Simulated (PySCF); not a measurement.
Polarisability and C₆ of Kr²⁺ (krypton, charge +2)

[Ar] 3d10 4s2 4p4, high-spin 3P determinant. Computed with PySCF 2.14 in aug-cc-pV5Z-PP with ECP10MDF (8s7p6d4f3g2h, 136 functions), with a scalar-relativistic core potential. Coupled (time-dependent) response in atomic units; α is the mean over directions.

```csv
method,mean α (bohr³),"α xx, yy, zz",C₆ (like pair),S(−4)
B97-3,7.467,"7.433, 7.535, 7.433",36.63,10.70
```

S(−4) is the Cauchy moment in α(ω) = α(0) + S(−4) ω² + …

Spin-orbit coupling is absent.

α(iu) at B97-3:

```
u (hartree)  α(iu) (bohr³)
          0          7.467
     0.0500          7.440
      0.100          7.362
      0.200          7.064
      0.300          6.622
      0.500          5.537
      0.750          4.230
       1.00          3.210
       1.50          1.948
       2.00          1.292
       3.00         0.6966
       5.00         0.3159
```

A single London oscillator, α(iu) = α/(1 + u²/ω²), gives C₆ = (3/4) ω α². Matching the computed C₆ needs ω = 4 × 36.63 / (3 × 7.467²) = 0.876 hartree.

For an ion, C₆ is the dispersion term alone; charge-induced terms of lower order in 1/R come first.

The components differ because the open shell of this determinant is not spherical; for a pure term their mean is the scalar polarisability.

Energies and moments cover only the electrons outside the core potential.
